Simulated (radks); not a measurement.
Results of a calculation; reference values are marked as such.
How relativity changes the ionisation of neutral palladium ([Kr] 4d10) to Pd+ ([Kr] 4d9). Spin-unpolarised spherical Kohn-Sham, PBEsol, point nucleus unless stated (finite: rms radius 4.5318 fm), a radial shooting solver on a logarithmic mesh with Libxc functionals. A level marked "c x" has the speed of light scaled by that factor and shares open shells by 2j + 1; other Dirac levels either fill j = l - 1/2 first or share by 2j + 1.

| level | E(Pd) (hartree) | E(Pd+) (hartree) | IE (eV) | HOMO | <r> HOMO (bohr) |
|---|---|---|---|---|---|
| non-rel. | -4937.46982 | -4937.12970 | 9.255 | 4d | 1.572 |
| scalar-rel. | -5043.43224 | -5043.09707 | 9.121 | 4d | 1.589 |
| scalar-rel., finite nucleus | -5043.33531 | -5043.00014 | 9.121 | 4d | 1.589 |
| Dirac, 2j+1 shares | -5044.48056 | -5044.14522 | 9.125 | 4d5/2 | 1.604 |
| Dirac, low j first | -5044.48056 | -5044.15229 | 8.933 | 4d5/2 | 1.604 |
| Dirac, 2j+1 shares, finite nucleus | -5044.38340 | -5044.04806 | 9.125 | 4d5/2 | 1.604 |
| Dirac, c x 2 | -4963.11425 | -4962.77542 | 9.220 | 4d5/2 | 1.580 |
| Dirac, c x 3 | -4948.78191 | -4948.44237 | 9.239 | 4d5/2 | 1.575 |
| Dirac, c x 10 | -4938.48241 | -4938.14234 | 9.254 | 4d5/2 | 1.572 |

NIST Atomic Spectra Database: 8.337 eV (measured). The relativistic part of the total energy of Pd is -106.9 hartree (Dirac, 2j+1 shares, finite nucleus), 2.2 % of the non-relativistic value. Spin polarisation and multiplet splitting of open shells are left out at every level.

Beside tabulated values, note that relativity, absent from the non-relativistic runs, is large for the heavy elements, and spin-unpolarised runs miss the spin-polarisation part of the exchange energy of open shells.
